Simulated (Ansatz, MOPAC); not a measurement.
Complex: H2O (SMILES O) (first 3 atoms) with CH3F (SMILES CF); geometry from B3LYP-D3(BJ)/def2-TZVP, rigid monomers moved along the line of their centres of mass till H2···F5 is 2.30 Å.
(charge 0, multiplicity 1):
```csv
atom,x (Å),y (Å),z (Å)
O,0.0004,0.4835,-0.1392
H,0.2093,-0.1354,0.5728
H,-0.4386,-0.0408,-0.8158
C,-0.2182,0.5463,3.4337
F,0.2400,-0.6283,2.8187
H,-0.5240,1.2406,2.6528
H,-1.0601,0.2865,4.0745
H,0.5984,0.9612,4.0232
```

Counterpoise-corrected where a basis set is named; no monomer relaxation.

Frozen-core correlation. CBS: X⁻³ extrapolation of the correlation energy, Hartree–Fock from the larger set. The state reached by PM3 isn't checked.

Programs: Ansatz (a program for electronic structure) with Gaussian orbitals; MOPAC for PM3 (differences of heats of formation). Values without a source in brackets are computed.

What is the computed interaction energy (PM3)?

-1.3 kcal/mol
